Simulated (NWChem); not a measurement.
System: C2H2BCl; SMILES C#CBCl

```xyz
6

B     -0.7750     0.0852     0.0000
C     -0.1355    -1.2865     0.0000
C      0.3560    -2.4018     0.0000
H      0.7949    -3.3844     0.0000
Cl     0.2226     1.5209     0.0000
H     -1.9690     0.2318     0.0000
```
Atoms are numbered in this order, from 1.

Coordinates come from a PBE0/def2-SVP optimisation.

 Unshifted, non-relativistic core excitations; the lowest 4 roots alone, so stronger bands may lie above.

Q: List the first Cl K-edge excitations from PBE/6-311G** (spherical d), restricted-window TDA (NWChem).

A: 
```json
[
 {"state": "S1", "energy (eV)": "2737.0", "dipole oscillator strength": "0.0011", "leading excitation (squared amplitude)": "1s of atom 5 or its equivalents → LUMO (1.00)"},
 {"state": "S2", "energy (eV)": "2739.5", "dipole oscillator strength": "0.0006", "leading excitation (squared amplitude)": "1s of atom 5 or its equivalents → LUMO+1 (1.00)"},
 {"state": "S3", "energy (eV)": "2741.3", "dipole oscillator strength": "0.0002", "leading excitation (squared amplitude)": "1s of atom 5 or its equivalents → LUMO+2 (1.00)"},
 {"state": "S4", "energy (eV)": "2741.4", "dipole oscillator strength": "0.0000", "leading excitation (squared amplitude)": "1s of atom 5 or its equivalents → LUMO+3 (1.00)"}
]
```
